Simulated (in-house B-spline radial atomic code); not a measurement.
Successive ionisation energies of gallium; each step leads to the configuration of the next row (after the last: bare). Dirac energy differences include first-order Breit, QED and recoil terms. NIST's values go from ground level to ground level; the uncertainty of those that are theory runs from under 0.1 % in few-electron ions to several per cent in heavy many-electron ones. Computed with an all-electron radial atomic-structure program (B-spline basis): Dirac-Hartree-Fock, jj configuration that fills j = l - 1/2 first, finite nuclei.

A number in brackets counts the electrons of a j subshell.

| ion | configuration | ionisation energy (eV) | tabulated value (eV) | computed minus tabulated (eV) | highest orbital | largest mean radius (bohr) |
| --- | --- | --- | --- | --- | --- | --- |
| Ga14+ | [Ne] 3s2 3p1/2(2) 3p3/2(3) | 509.3 | 508.8 | 1 | 3p3/2 | 0.57206 |
| Ga15+ | [Ne] 3s2 3p1/2(2) 3p3/2(2) | 549.6 | 548.3 | 1 | 3p3/2 | 0.56575 |
| Ga16+ | [Ne] 3s2 3p1/2(2) 3p3/2(1) | 590.7 | 599.8 | -9 | 3p3/2 | 0.55959 |
| Ga17+ | [Ne] 3s2 3p1/2(2) | 635.6 | 640 | -4 | 3p1/2 | 0.55356 |
| Ga18+ | [Ne] 3s2 3p1/2(1) | 680.4 | 677 | 3 | 3p1/2 | 0.54763 |
| Ga19+ | [Ne] 3s2 | 761.4 | 765.7 | -4 | 3s1/2 | 0.54183 |
| Ga20+ | [Ne] 3s1 | 806.6 | 807.308 | -1 | 3s1/2 | 0.53544 |
| Ga21+ | [He] 2s2 2p6 | ? | ? | ? | ? | ? |
| Ga22+ | [He] 2s2 2p1/2(2) 2p3/2(3) | 2131.0 | 2129 | 2 | 2p3/2 | 0.21063 |
| Ga23+ | [He] 2s2 2p1/2(2) 2p3/2(2) | 2257.9 | 2258 | 0 | 2p3/2 | 0.20844 |
| Ga24+ | [He] 2s2 2p1/2(2) 2p3/2(1) | 2387.8 | 2391 | -3 | 2p3/2 | 0.20628 |
| Ga25+ | [He] 2s2 2p1/2(2) | 2543.4 | 2543.9 | 0 | 2p1/2 | 0.20417 |
| Ga26+ | [He] 2s2 2p1/2(1) | ? | ? | ? | ? | ? |
| Ga27+ | [He] 2s2 | 2860.7 | 2868 | -7 | 2s1/2 | 0.19998 |
| Ga28+ | [He] 2s1 | ? | ? | ? | ? | ? |
| Ga29+ | 1s2 | 12694.9 | 12696.56 | -2 | 1s1/2 | 0.048148 |
| Ga30+ | 1s1 | 13239.5 | 13239.5 | 0 | 1s1/2 | 0.047551 |

Fill in the row of Ga21+.

ionisation energy (eV): 2007.0; tabulated value (eV): 2010; computed minus tabulated (eV): -3; highest orbital: 2p3/2; largest mean radius (bohr): 0.21286.

Fill in the row of Ga26+.

ionisation energy (eV): 2685.9; tabulated value (eV): 2683; computed minus tabulated (eV): 3; highest orbital: 2p1/2; largest mean radius (bohr): 0.20206.

Fill in the row of Ga28+.

ionisation energy (eV): 2984.2; tabulated value (eV): 2984.426; computed minus tabulated (eV): 0; highest orbital: 2s1/2; largest mean radius (bohr): 0.19807.

Where is the largest jump?

From Ga28+ to Ga29+, by a factor of 4.25 (2984.2 to 12695 eV); the highest orbital goes from 2s1/2 to 1s1/2.

How far is this level of theory from the measured and semi-empirical values?

Over those 14 rows the differences run from -9.09 to +3.43 eV (mean absolute value 3.1 eV). The calculation leaves out correlation and, in open shells, the multiplet splittings that an average leaves out.
